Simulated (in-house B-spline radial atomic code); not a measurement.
Values are calculated unless marked as measured or tabulated.
## W in an electron gas of r_s = 1.8: phase shifts, screening and friction

A nucleus sits in a uniform electron gas with a rigid positive background. The Kohn-Sham equations are solved self-consistently in the spin-unpolarised LDA (PW92), non-relativistic, on B-splines with outgoing waves at the boundary and partial waves to l = 8. The model has no lattice, no bands and no magnetic solution. Atomic units; δ_l are the phase shifts at the Fermi level, counted so that each bound state adds π, and good to about 0.0005. Heavy atoms are models without relativity.

The density parameter is r_s = 1.8 bohr.

```json
{"l": "0", "δ_l (rad)": "14.6846"}
{"l": "1", "δ_l (rad)": "12.1633"}
{"l": "2", "δ_l (rad)": "8.3816"}
{"l": "3", "δ_l (rad)": "3.2608"}
{"l": "4", "δ_l (rad)": "0.0263"}
{"l": "5", "δ_l (rad)": "0.0055"}
{"l": "6", "δ_l (rad)": "0.0011"}
{"l": "7", "δ_l (rad)": "0.0000"}
{"l": "8", "δ_l (rad)": "-0.0002"}
```

Bound levels below the band bottom (hartree): p -13.71, d -8.099, s -1.664, p -0.7969, f -0.7752 and deeper ones.

Q: Check the Friedel sum rule, and say where the screening charge sits.

A: k_F = (9π/4)^(1/3)/r_s = 1.06620. The rule is Z = (2/π) Σ (2l + 1) δ_l. The terms are s 9.349, p 23.230, d 26.679, f 14.531 and 0.196 beyond, in all 73.986 against Z = 74. Bound states hold 10 s, 24 p, 20 d and 14 f electrons, so the scattering states carry 5.99 in all; where a term is smaller than its bound count, the bound level has drawn weight out of the band.

Q: Find the transport cross section and the electronic stopping of a 2 keV W ion (mass 183.84 u).

A: σ_tr = (4π/k_F²) Σ (l + 1) sin²(δ_l − δ_(l+1)). The terms for l = 0 to 3 are 0.3379, 0.7135, 2.5268, 0.0344, all together 3.6149, so σ_tr = 11.054 × 3.6149 = 39.960 bohr². With n = 3/(4π r_s³) = 0.04093, the friction coefficient is Q = n k_F σ_tr = 1.7441. For v well below v_F = 1.066, dE/dx = Q v; with 24801 eV per u at v = 1, v = √(2000/(24801 × 183.84)) = 0.0209, so dE/dx = 0.03653 hartree/bohr = 18.8 eV/nm. The largest term couples the d and f waves.
